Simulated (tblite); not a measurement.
Record of a relaxation.

Compound: C6H12B2O2.
SMILES with atom numbers: `[CH3:1][CH2:2][O:3][C:4]1=[CH:5][CH2:6][O:7][BH:8][CH2:9][BH:10]1` (hydrogens: H11, H12, H13 on C1; H14, H15 on C2; H16 on C5; H17, H18 on C6; H19 on B8; H20, H21 on C9; H22 on B10)

Computed with GFN2-xTB (tblite), gas phase: L-BFGS steps from a force-field or distance-geometry start until the largest atomic force falls under 0.01 eV/Å. 3 of its 180 geometries are shown.

Step 0: E = -803.3317 eV, largest atomic force 2.395 eV/Å
```
atom  x, y, z in Å  |  force x, y, z in eV/Å
C1      3.773   -0.112   -0.094    0.003   0.534   0.302
C2      2.324   -0.563   -0.299   -0.286  -0.475   0.445
O3      1.453    0.522   -0.053   -0.733   0.632   0.137
C4      0.041    0.456   -0.106    0.425  -1.415  -0.403
C5     -0.635    1.578    0.170    0.381   0.498  -0.422
C6     -2.133    1.745    0.034    0.561   0.877   0.196
O7     -2.807    0.971    0.995   -0.918  -1.884  -1.160
B8     -3.081   -0.360    0.444    0.527   1.242   0.552
C9     -1.928   -1.451    0.406   -0.629   0.175  -0.175
B10    -0.695   -0.925   -0.443    1.211  -0.085   1.054
H11     3.999    0.708   -0.807   -0.030  -0.503   0.551
H12     4.454   -0.961   -0.273   -0.348   0.458   0.099
H13     3.901    0.259    0.955   -0.035  -0.289  -1.001
H14     2.113   -1.391    0.422   -0.029   0.284  -0.453
H15     2.202   -0.927   -1.329   -0.063  -0.069   0.081
H16    -0.066    2.468    0.426   -0.109  -0.082  -0.016
H17    -2.367    2.814    0.244   -0.037  -0.497   0.041
H18    -2.456    1.564   -1.019    0.052  -0.186   0.520
H19    -4.120   -0.574   -0.090    0.092   0.210   0.237
H20    -2.316   -2.380   -0.047    0.248   0.192   0.445
H21    -1.606   -1.658    1.446    0.006   0.127  -0.646
H22    -0.060   -1.763   -0.982   -0.287   0.254  -0.381
```

Step 90: E = -804.7617 eV, largest atomic force 0.102 eV/Å
```
atom  x, y, z in Å  |  force x, y, z in eV/Å
C1      3.633   -0.240   -0.023   -0.061  -0.002   0.028
C2      2.217   -0.558   -0.483    0.001   0.014  -0.028
O3      1.435    0.619   -0.425    0.020  -0.004  -0.027
C4      0.084    0.453   -0.211   -0.032   0.015  -0.014
C5     -0.626    1.589   -0.083   -0.032   0.005   0.003
C6     -2.091    1.746    0.202    0.013   0.040  -0.049
O7     -2.987    0.769   -0.292    0.038  -0.084   0.008
B8     -2.916   -0.532   -0.078   -0.047  -0.077  -0.013
C9     -1.738   -1.230    0.760    0.002  -0.010   0.028
B10    -0.563   -0.965   -0.214    0.004   0.019  -0.008
H11     4.108    0.453   -0.712   -0.010   0.020   0.012
H12     4.216   -1.156    0.024    0.017   0.015  -0.013
H13     3.598    0.215    0.963    0.046   0.012   0.020
H14     1.768   -1.332    0.155    0.090   0.040   0.026
H15     2.238   -0.936   -1.514   -0.029  -0.026  -0.021
H16    -0.112    2.534   -0.197    0.056  -0.021   0.009
H17    -2.238    1.809    1.289    0.025  -0.002   0.081
H18    -2.432    2.694   -0.229    0.028   0.030  -0.002
H19    -3.765   -1.176   -0.566   -0.055   0.051  -0.030
H20    -1.956   -2.277    0.951   -0.015   0.022   0.017
H21    -1.625   -0.707    1.709   -0.060   0.004   0.007
H22    -0.258   -1.751   -1.026    0.001  -0.063  -0.034
```

Step 179: E = -804.8086 eV, largest atomic force 0.009 eV/Å
```
atom  x, y, z in Å  |  force x, y, z in eV/Å
C1      3.712   -0.109   -0.236    0.005  -0.001  -0.002
C2      2.272   -0.597   -0.322    0.002   0.004  -0.004
O3      1.432    0.537   -0.308   -0.003   0.004   0.001
C4      0.084    0.359   -0.076    0.002  -0.001   0.002
C5     -0.596    1.520    0.028    0.003   0.001  -0.001
C6     -2.056    1.712    0.290    0.000  -0.008   0.003
O7     -2.942    0.862   -0.421    0.001   0.000   0.004
B8     -2.966   -0.455   -0.304   -0.002  -0.001  -0.002
C9     -1.953   -1.227    0.669    0.001  -0.003   0.002
B10    -0.587   -1.046   -0.052   -0.003  -0.004   0.002
H11     3.932    0.541   -1.079   -0.005  -0.004   0.005
H12     4.391   -0.956   -0.250    0.002  -0.001  -0.003
H13     3.860    0.454    0.681   -0.003  -0.002   0.000
H14     2.038   -1.253    0.527    0.000   0.000   0.001
H15     2.124   -1.168   -1.249    0.001   0.000  -0.001
H16    -0.034    2.436   -0.105    0.000   0.009   0.000
H17    -2.250    1.581    1.366   -0.002  -0.002  -0.001
H18    -2.339    2.734    0.018    0.000   0.006  -0.005
H19    -3.770   -1.006   -0.955    0.001   0.000   0.001
H20    -2.243   -2.263    0.823   -0.003   0.001  -0.001
H21    -1.992   -0.706    1.628    0.001  -0.001  -0.006
H22    -0.128   -1.931   -0.671   -0.001   0.001   0.004
```

Question: Summarise the path.

Answer: The energy falls by 142.50 kJ/mol from step 0 to step 179; nine tenths of that is first reached at step 60. It falls at every step. The largest force goes from 2.395 to 0.009 eV/Å. Among the bonds O7–B8 changes most, from 1.467 to 1.322 Å; the atoms move by 0.737 Å rms after alignment.

What follows is the cost of the whole relaxation. On one thread of an Arm Neoverse N1, on a shared host, this took 2.5 s.
